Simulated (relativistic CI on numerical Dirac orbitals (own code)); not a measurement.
# Radial parameters of Ga⁵⁺

Calculated at this level of theory: Dirac-Coulomb-Breit CI, KLI orbitals optimised for each configuration, model QED, valence Slater integrals scaled by 0.85, P86 correlation energy added to each configuration (own radial code, finite nucleus).

Slater integrals F^k, G^k are unscaled and averaged over j, outside the closed core [Ne]; ζ comes from projecting the Hamiltonian with its Breit term on Σ l·s of the shell.

- 3s²3p⁶3d⁸: F^2(3d,3d) = 136310, F^4(3d,3d) = 85696, ζ(3d) = 1519.1 cm⁻¹; <r>(3d) = 0.7044, <r^2>(3d) = 0.61 (bohr units).
- 3s²3p⁶3d⁷4s: F^2(3d,3d) = 141540, F^4(3d,3d) = 89204, ζ(3d) = 1622.2, G^2(3d,4s) = 14832 cm⁻¹; <r>(3d) = 0.6826, <r^2>(3d) = 0.5702, <r>(4s) = 1.661, <r^2>(4s) = 3.102 (bohr units).
- 3s²3p⁶3d⁷4p: F^2(3d,3d) = 141820, F^4(3d,3d) = 89400, ζ(3d) = 1629.7, F^2(3d,4p) = 33651, G^1(3d,4p) = 11807, G^3(3d,4p) = 11100, ζ(4p) = 2713.6 cm⁻¹; <r>(3d) = 0.6815, <r^2>(3d) = 0.568, <r>(4p) = 1.839, <r^2>(4p) = 3.817 (bohr units).

(1) Give the Racah parameters of the d shell in 3s²3p⁶3d⁸.

Averages of the first 10 configurations, taken without configuration mixing, which lowers the lowest level and can move excited configurations by several eV; other configurations of the list can lie among them:

```json
{"Configuration": "3s²3p⁶3d⁸", "Parity": "even", "States": "45", "Average energy above the lowest level (eV)": "2.1"}
{"Configuration": "3s²3p⁶3d⁷4s", "Parity": "even", "States": "240", "Average energy above the lowest level (eV)": "41.0"}
{"Configuration": "3s²3p⁶3d⁷4p", "Parity": "odd", "States": "720", "Average energy above the lowest level (eV)": "53.5"}
{"Configuration": "3s²3p⁵3d⁹", "Parity": "odd", "States": "60", "Average energy above the lowest level (eV)": "92.7"}
{"Configuration": "3s²3p⁶3d⁷4d", "Parity": "even", "States": "1200", "Average energy above the lowest level (eV)": "71.6"}
{"Configuration": "3s²3p⁶3d⁷5s", "Parity": "even", "States": "240", "Average energy above the lowest level (eV)": "78.1"}
{"Configuration": "3s²3p⁶3d⁷5p", "Parity": "odd", "States": "720", "Average energy above the lowest level (eV)": "82.9"}
{"Configuration": "3s²3p⁴3d¹⁰", "Parity": "even", "States": "15", "Average energy above the lowest level (eV)": "185.1"}
{"Configuration": "3s²3p⁶3d⁷4f", "Parity": "odd", "States": "1680", "Average energy above the lowest level (eV)": "85.6"}
{"Configuration": "3s²3p⁶3d⁶4s²", "Parity": "even", "States": "210", "Average energy above the lowest level (eV)": "88.5"}
```

## Answers

(1) B = F²/49 − 5F⁴/441 = 1810 cm⁻¹ and C = 35F⁴/441 = 6801 cm⁻¹.
